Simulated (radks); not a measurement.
Numerical settings for neutral terbium, [Xe] 4f9 6s2. Calculated with a radial shooting solver on a logarithmic mesh with Libxc functionals: scalar-relativistic Kohn-Sham, PBEsol, spin-polarised, spherical densities, finite nucleus; open shells are filled with parallel spins first (spin-orbit coupling, left out, can overturn this in heavy ions); Fermi nuclear charge, rms radius 5.06 fm. The defaults (mesh step 0.008 in ln r, mesh end at 40 bohr or more with all orbitals vanishing there, Anderson mixing 0.5 over 9 steps, residual threshold near 1e-9 with the energy settled to 1e-9 hartree or 1e-11 of itself, here a cap of 56 iterations) give E = -11704.2547 hartree and 4f at -0.955 eV in 16 iterations. Run on one thread of a shared host, so times are rough (Arm Neoverse V1): 0.3 s of CPU time, 0.3 s wall, 16 iterations on 2440 mesh points. Changes against that run (0 stands for a change within the tolerance of the run):

setting                    iterations  converged  E (mhartree)  e(4f) (meV)  CPU (s)
mesh step in ln r 0.012            16        yes             0            0     0.21
mesh step in ln r 0.03             16        yes      +0.00222            0      0.1
mesh step in ln r 0.08              5         no      diverged            -     0.04
mesh end (bohr) 8                  15        yes         +17.5         +679     0.27
mesh end (bohr) 400                16        yes             0            0      0.3
residual threshold 1e-16           56         no             0            0     0.54
residual threshold 0.01            11        yes             0        -1.15     0.23
mixing 1                           14        yes             0            0     0.27
linear mixing, mixing 0.2          56         no             0      -0.0113     0.85
linear mixing, mixing 1            56         no     +5.35e+05         +963      3.1
mixing history 3                   19        yes             0            0     0.32
iteration cap 3                     3         no         +10.3    -1.45e+03     0.08

Settings that end as converged yet miss the energy by more than 1 mhartree: mesh end (bohr) 8 (+0.0175 hartree). A mesh that ends early acts as a hard wall.
